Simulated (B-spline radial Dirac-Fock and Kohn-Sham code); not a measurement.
# Auger parameter of zinc: the L3 level and its strongest L3-MM line

Model: multi-electron Dirac-Fock with separately optimised hole states, Breit and Lamb-shift corrections added in first order. Program: a radial finite-basis atomic code. The modified Auger parameter α′ is the binding energy plus the kinetic energy of the Auger electron; it does not depend on the energy zero. For free ions it tends to fall with charge, since less charge screens the final holes.

```csv
species,configuration,binding 2p3/2 (eV),Auger line,kinetic (eV),α′ (eV)
Zn,[Ar] 3d10 4s2,1028.5,M3M3 J=2,815.5,1844.0
Zn,[Ar] 3d10 4s1 4p1,1030.4,M3M3 J=2,813.8,1844.2
Zn⁺,[Ar] 3d10 4s1,1039.0,M3M3 J=2,803.1,1842.1
Zn⁺,[Ar] 3d9 4s1 4p1,1051.1,M3M3 J=2,795.6,1846.7
Zn⁺ (Watson 2.4 Å),[Ar] 3d10 4s1,1033.0,M3M3 J=2,809.1,1842.1
Zn⁺ (Watson 3 Å),[Ar] 3d10 4s1,1034.2,M3M3 J=2,807.9,1842.1
Zn²⁺,[Ar] 3d10,1051.2,M3M3 J=2,789.5,1840.7
Zn²⁺,[Ar] 3d9 4p1,1063.7,M3M3 J=2,781.8,1845.5
Zn²⁺,[Ar] 3d9 4s1,1062.1,M3M3 J=2,783.3,1845.4
Zn²⁺ (Watson 1.6 Å),[Ar] 3d10,1033.2,M3M3 J=2,807.5,1840.7
Zn³⁺,[Ar] 3d9,1075.9,M3M3 J=2,768.7,1844.6
Zn⁴⁺,[Ar] 3d8,1103.9,M3M3 J=2,747.0,1850.8
Zn⁵⁺,[Ar] 3d7,1134.7,M3M3 J=2,724.6,1859.4
Zn⁶⁺,[Ar] 3d6,1168.4,M3M3 J=2,701.7,1870.1
Zn⁷⁺,[Ar] 3d5,1204.7,M3M3 J=2,678.2,1882.9
```

Values without a named source are computed, but for edge energies of neutral atoms, which are taken from tables.
